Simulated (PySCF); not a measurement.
Gas-phase reaction: 3 Cl2 + 4 GeH2 → 2 GeHCl3 + 2 GeH3

Energies from PySCF (xtb for GFN2), thermal terms from the rigid-rotor harmonic-oscillator model, ideal gas at 1 bar. † marks an energy on the PBE0/def2-TZVP geometry and frequencies; other levels use their own. MP2 and CCSD(T) freeze the core. 6-31G* has spherical d functions here. Open shells (unrestricted): GeH3 (multiplicity 2); the rest are closed-shell singlets. GFN2 has no spin-polarisation term. B3LYP is the form with VWN-RPA correlation. Ge: all electrons, no relativistic terms. GeH2, GeH3: computed as isolated molecules; such fragments, hydroxides, amides, oligomers or adducts are transient or little studied in the gas. MP2 isn't extrapolated to the basis-set limit; its ΔH°(298 K) is -1467.0 kJ in def2-SVP and -1444.9 kJ in def2-TZVPP. CCSD(T) isn't extrapolated to the basis-set limit; its ΔH°(298 K) is -1345.2 kJ in def2-SVP and -1339.7 kJ in def2-TZVPP. The harmonic model lacks anharmonicity and excited electronic states, which grow with temperature; levels with a mode under 35 cm⁻¹ are left out.

```json
[
 {"level": "B3LYP/6-31G*", "ΔE electronic, kJ": "-1260", "ΔH°(298 K), kJ": "-1227", "ΔS°(298 K), J/K": "-431", "ΔG°(800 K), kJ": "-886"},
 {"level": "B3LYP/def2-TZVP†", "ΔE electronic, kJ": "-1239", "ΔH°(298 K), kJ": "-1205", "ΔS°(298 K), J/K": "-431", "ΔG°(800 K), kJ": "-865"},
 {"level": "BLYP/def2-TZVP†", "ΔE electronic, kJ": "-1157", "ΔH°(298 K), kJ": "-1123", "ΔS°(298 K), J/K": "-431", "ΔG°(800 K), kJ": "-782"},
 {"level": "CCSD(T)/def2-SVP†", "ΔE electronic, kJ": "-1379", "ΔH°(298 K), kJ": "-1345", "ΔS°(298 K), J/K": "-431", "ΔG°(800 K), kJ": "-1005"},
 {"level": "GFN2-xTB", "ΔE electronic, kJ": "-858", "ΔH°(298 K), kJ": "-830", "ΔS°(298 K), J/K": "-417", "ΔG°(800 K), kJ": "-502"},
 {"level": "HF/def2-TZVP†", "ΔE electronic, kJ": "-1410", "ΔH°(298 K), kJ": "-1376", "ΔS°(298 K), J/K": "-431", "ΔG°(800 K), kJ": "-1035"},
 {"level": "MP2/def2-SVP†", "ΔE electronic, kJ": "-1501", "ΔH°(298 K), kJ": "-1467", "ΔS°(298 K), J/K": "-431", "ΔG°(800 K), kJ": "-1127"},
 {"level": "MP2/def2-TZVPP†", "ΔE electronic, kJ": "-1479", "ΔH°(298 K), kJ": "-1445", "ΔS°(298 K), J/K": "-431", "ΔG°(800 K), kJ": "-1104"},
 {"level": "PBE0/def2-QZVP†", "ΔE electronic, kJ": "-1347", "ΔH°(298 K), kJ": "-1313", "ΔS°(298 K), J/K": "-431", "ΔG°(800 K), kJ": "-972"},
 {"level": "ωB97X-V/def2-TZVP†", "ΔE electronic, kJ": "-1364", "ΔH°(298 K), kJ": "-1330", "ΔS°(298 K), J/K": "-431", "ΔG°(800 K), kJ": "-990"}
]
```
ΔH° is lowest at MP2/def2-SVP† and highest at GFN2-xTB. No reference value is set beside these.
